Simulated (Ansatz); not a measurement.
```xyz
10

C     1.541   -0.139   -1.891
Zn    0.204    0.608   -0.710
Se   -1.401    1.566    0.668
C    -1.437    0.005    1.849
F    -2.536   -0.729    1.679
F    -1.397    0.367    3.128
F    -0.385   -0.817    1.637
H     1.067   -0.701   -2.697
H     2.151    0.653   -2.329
H     2.194   -0.813   -1.333
```

The species carries charge 0 and has multiplicity 1.

Question: List the PBE0/def2-TZVPP orbital energies in eV (Ansatz). (Estimate.)

Answer: The calculation gave: Occupied: -12361.64, -9459.61, -1584.45, -1421.49, -1421.43, -1421.40, -1153.12, -1015.46, -1015.45, -1015.39, -675.34, -675.18, -675.15, -285.59, -278.01, -214.85, -158.47, -158.30, -158.18, -133.88, -89.70, -89.67, -89.56, -58.46, -58.42, -58.32, -58.17, -58.17, -37.09, -34.63, -34.57, -21.13, -19.36, -18.96, -17.06, -16.98, -15.62, -14.96, -14.96, -14.95, -14.95, -14.60, -13.66, -13.64, -12.73, -12.54, -11.98, -11.24, -11.23, -10.23, -9.31, -8.02, -7.25. Lowest empty: -0.96, -0.55, -0.25, 0.76, 1.49, 2.59, 2.85, 3.00.
